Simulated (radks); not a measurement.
The tellurium anion Te2-, [Xe], held by a Watson sphere: a shell of charge +2 at radius R that stands for the Madelung well of a crystal (potential energy -2/R inside, -2/r outside, in hartree with lengths in bohr). Calculated with a radial shooting solver on a logarithmic mesh with Libxc functionals: scalar-relativistic Kohn-Sham, PBE, spin-polarised, spherical densities, finite nucleus; Fermi nuclear charge, rms radius of each element as measured or else 0.836 A^(1/3) + 0.57 fm. Response by self-consistent Sternheimer equations with the Hartree and adiabatic LDA kernel, the relativistic mass of each level held fixed and spin-orbit coupling left out. The sphere does not respond.

R (bohr)  e(4d) (eV)  e(5s) (eV)  e(5p) (eV)  <r> 5p (bohr)  sum of <r^2> (bohr^2)  X-ray form factor at sin(theta)/lambda = 0.2 1/angstrom  alpha (bohr^3)
2.54         -40.789     -16.091      -7.244          2.639                  77.39                                                   41.665           43.75
2.89         -40.209     -15.307      -6.761          2.730                  81.22                                                   41.578           51.25
3.52         -39.485     -14.113      -5.841          2.882                  87.93                                                   41.508           68.96
4.37         -38.677     -12.873      -4.688          3.053                  96.25                                                   41.505           102.1
5.74         -37.581     -11.481      -3.236          3.263                  108.3                                                   41.542           185.0
